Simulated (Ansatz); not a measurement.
`S=C[SiH2]Br` + H₂ → `[SiH3]C=S` + HBr at 500 K and 1 bar (hydrogenolysis of the Si–Br bond).

Isolated molecules relaxed with PBE0-D4/def2-TZVP in Ansatz; ΔE leaves out vibrations. CBS: MP2 limit from def2 TZ/QZ plus the TZ coupled-cluster correction, frozen cores. This one scheme is used for every species. For Br outer-core shells are correlated without core-valence functions, which leaves a few kJ/mol of doubt a bond. Scalar relativity is left out up to krypton. Each species was taken in one conformer, which may not be the lowest.

| species | CCSD(T)/CBS energy (Eh) | H − E (kJ/mol) | S (J/(mol·K)) |
| --- | --- | --- | --- |
| `S=C[SiH2]Br` | -3300.04247 | 128.4 | 397.8 |
| H₂ | -1.17544 | 41.0 | 145.5 |
| `[SiH3]C=S` | -727.26865 | 139.2 | 342.2 |
| HBr | -2573.91920 | 30.5 | 213.7 |

H − E and S are ideal-gas, rigid-rotor, harmonic terms from PBE0-D4/def2-TZVP, for one conformer and one mirror image of each species. The MP2-based limit puts H₂ 0.8 mEh under its directly extrapolated value; such offsets cancel only in part. 1 Eh = 2625.50 kJ/mol, R = 8.31446 J/(mol·K).

**Question.** By hand: ΔE, ΔH, ΔS and ΔG.

**Answer.** ΔE = (-727.26865) + (-2573.91920) − (-3300.04247) − (-1.17544) = 0.03006 Eh = 78.9 kJ/mol. Δ(H − E) = 139.2 + 30.5 − 128.4 − 41.0 = 0.3, so ΔH = 79.2 kJ/mol. ΔS = 342.2 + 213.7 − 397.8 − 145.5 = 12.6 J/(mol·K). ΔG = 79.2 − 500 × (12.6)/1000 = 72.9 kJ/mol.

**Question.** By hand: the equilibrium constant, and the temperature at which ΔG would vanish if ΔH and ΔS stayed fixed.

**Answer.** log₁₀ K = −ΔG/(RT ln 10) = -7.6. ΔG = 0 at ΔH/ΔS = 6286 K, far beyond where these terms or the molecules hold.

The number of gas molecules stays the same, so ΔS is small and ΔH decides. A doubt of 5 kJ/mol in ΔE shifts log₁₀ K by 0.5 here. Other conformers and mirror images would add mixing entropy, several J/(mol·K) or more a flexible species. Modes under 60 cm⁻¹, often nearly free rotors, make the harmonic entropy too high. These are equilibria of isolated gas molecules and say nothing of rates. Largest T1 diagnostic: 0.015 (customary marks: 0.02 for closed shells, 0.045 for open ones).
